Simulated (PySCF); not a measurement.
CH₈FNSi₂, SMILES C[Si@@](N)(F)[SiH3].

Geometry optimised at B3LYP-D3(BJ)/def2-SVP. The structure was generated by enumeration; whether it is a known compound was not checked. The values are those of a single conformer.

Calculation: r2SCAN/def2-TZVP in PySCF.

Gas-phase values at a fixed geometry.

Computed frontier levels, gap, dipole moment and polarisability:
- highest occupied level: -6.76 eV
- lowest empty level: -0.35 eV
- orbital gap: 6.41 eV
- dipole moment: 1.94 D
- quadrupole, principal values (traceless, Buckingham form, about the centre of nuclear charge): -9.34, 2.43, 6.90 D·Å
- mean static polarisability: 74.5 bohr³ (11.04 Å³)
- polarisability, principal values: 64.6, 73.3, 85.6 bohr³
